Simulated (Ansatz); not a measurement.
## Match the barriers

Saddle point of Si2NH8Cl, singlet (SiNH₄Cl ([NH2][SiH2][Cl]) + SiH₄ → Si₂H₅Cl ([SiH3][SiH2][Cl]) + NH₃; bonds formed: Si1–Si7, N2–H6; bonds broken: Si1–N2, H6–Si7), PBE0-D4/def2-TZVP structure:

```
12
angstrom
Si -1.2564 -0.2806 0.4033
N 0.2697 -0.7920 1.3257
H -2.2633 -0.8360 1.3534
H -1.4789 1.1735 0.3783
Cl -1.5907 -1.4150 -1.2627
H 0.8842 -0.1742 0.5998
Si 1.0066 0.9087 -1.2139
H 0.4863 -1.7784 1.2001
H 0.2945 -0.5632 2.3193
H -0.0618 1.4654 -2.1114
H 1.9080 0.1608 -2.1554
H 1.8017 2.1310 -0.8367
```

Ansatz 0.2.0; basis: def2-TZVPP, with def2-QZVPP for the basis limit; cores frozen in the correlated methods. Extrapolation: Hartree–Fock as exp(−7.88 √X), correlation as X^−2.97. Four methods, as single points on the PBE0-D4 structures, gave these electronic barriers from the start structure: 51.47, 53.44, 59.45, 76.83 kcal/mol.

(1) The methods were, in alphabetical order, BLYP-D4, CCSD(T), HF, PBE0-D4. Which gave which? (Judge from chemistry; the calculation decides.)

No T1 diagnostic of these runs exceeds 0.012.

Results:

(1) By the calculation: PBE0-D4 51.47; BLYP-D4 53.44; CCSD(T) 59.45; HF 76.83 kcal/mol. For comparison, CCSD(T) at an estimated basis limit (MP2 extrapolated from triple and quadruple zeta, plus CCSD(T) − MP2 in triple zeta) gives 59.42 kcal/mol.

Labels in which every atom is bracketed show which atoms are joined, not bond orders.

For scale, one of the runs: CCSD(T)/def2-TZVPP, 269 basis functions, launched by `ansatz run in.yaml --threads 4 --pin off --events-out ev --progress --plain --max-ram 9574MiB`. Time: 2.9 min of wall clock on 4 CPU threads of an Arm Neoverse V1; the host was shared. Peak host memory: 6.3 GiB.
